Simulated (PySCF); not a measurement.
C3H12OSi2, SMILES CC[SiH2]C[SiH2]O.

The structure is a stationary point at B3LYP-D3(BJ)/def2-SVP. The structure was generated by enumeration, and PubChem lists no compound with its InChIKey, so it may never have been made. The values are those of a single conformer.

The numbers are results of B3LYP-D3(BJ)/def2-SVP run with PySCF, not measurements.

Frequencies are harmonic and unscaled.

Computed normal modes with their intensities:
```
mode  ν (cm⁻¹)  IR (km/mol)  moving atoms (share of kinetic energy)
----  --------  -----------  --------------------------------------
1           34          3.2         Si 31 %, H 30 %, O 26 %, C 13 %
2           59          0.2                  H 42 %, C 39 %, O 13 %
3           74          0.2         C 37 %, H 35 %, Si 14 %, O 14 %
4          126          2.4                 H 38 %, C 32 %, Si 25 %
5          161         14.2          H 41 %, Si 31 %, C 19 %, O 9 %
6          192         49.3                 H 57 %, Si 21 %, C 17 %
7          216          0.2                                  H 92 %
8          241         54.1         O 36 %, H 31 %, C 20 %, Si 12 %
9          329          8.4                 C 34 %, H 30 %, Si 29 %
10         474          8.8                         H 83 %, Si 13 %
11         500          1.4                                  H 90 %
12         584          4.5                 H 56 %, C 24 %, Si 19 %
13         613         12.2                 H 52 %, C 33 %, Si 14 %
14         695         56.9                 C 40 %, H 35 %, Si 24 %
15         705         92.0                           H 83 %, C 9 %
16         755         48.6                 C 40 %, H 33 %, Si 25 %
17         776         38.6                          H 82 %, C 13 %
18         804         25.6                          H 78 %, C 15 %
19         829        276.5                 H 44 %, O 38 %, Si 15 %
20         869        105.7                 H 75 %, C 12 %, Si 10 %
21         891         11.0                 H 58 %, O 26 %, Si 16 %
22         917        277.9                          H 85 %, Si 9 %
23         963        100.0                                  H 91 %
24         964         90.5                                  H 92 %
25         981          8.9                          H 72 %, C 26 %
26         989         12.3                          H 82 %, C 16 %
27        1018         11.6                                  H 92 %
28        1045         18.5                          C 62 %, H 37 %
29        1076        159.3                          H 59 %, C 35 %
30        1251          1.0                          H 79 %, C 21 %
31        1263          4.6                          H 63 %, C 37 %
32        1384          5.6                           H 92 %, C 8 %
33        1399          1.9                          H 82 %, C 18 %
34        1432          1.4                           H 91 %, C 9 %
35        1475          3.7                                  H 96 %
36        1479          6.7                                  H 97 %
37        2191        166.9                                  H 97 %
38        2194        116.7                                  H 97 %
39        2202         95.2                                  H 97 %
40        2250        114.4                                  H 97 %
41        3020         20.3                                  H 95 %
42        3022         31.2                                  H 97 %
43        3028          2.5                                  H 95 %
44        3063          5.2                           H 91 %, C 9 %
45        3087          1.9                           H 91 %, C 9 %
46        3098         24.8                           H 91 %, C 9 %
47        3102         26.8                           H 91 %, C 9 %
48        3875         86.2                                  H 94 %
```
